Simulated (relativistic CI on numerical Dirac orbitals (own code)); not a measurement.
Mn³⁺: L2,3 absorption edge

Computed with this model: Dirac-Coulomb-Breit CI, KLI orbitals optimised for each configuration, a model potential for QED, valence Slater integrals scaled by 0.8, multiplet model of core-to-valence dipole absorption; configurations [Ar] 3d4 → [He] 2s2 2p5 3s2 3p6 3d5; 300 K; Lorentzian 0.6 eV and Gaussian 0.3 eV FWHM. Energies are those of the free ion, without screening or charge transfer. The branching ratio is the share of the lower-energy edge in the whole absorption, uncertain by about 0.02 where the edges overlap. S is read from ⟨S²⟩ = S(S + 1).

Field parameters in Wybourne normalisation: D3d B²₀ = −7Dσ, B⁴₀ = −14Dq − 21Dτ, B⁴₃ = −14√(10/7) Dq; Oh B⁴₀ = 21Dq, B⁴₄ = √(5/14) B⁴₀; Td as Oh with Dq negative (B⁴₀ = 21Dq, B⁴₄ = √(5/14) B⁴₀). The field is a parameter set, without covalency.

Peaks in eV (height, largest 100): 641.3 (13), 644.2 (100), 645.8 (75), 647.0 (64), 650.5 (22), 651.6 (8), 655.0 (30), 656.8 (22), 658.1 (16).

Problem. Which surroundings give this spectrum?
A. D3d, 10Dq = 31200, Dσ = -900, Dτ = 500 cm⁻¹
B. free ion
C. Oh, 10Dq = 14300 cm⁻¹
D. D3d, 10Dq = 27950, Dσ = -560, Dτ = 40 cm⁻¹

Solution. B. free ion, where the ground state has S = 2.00.
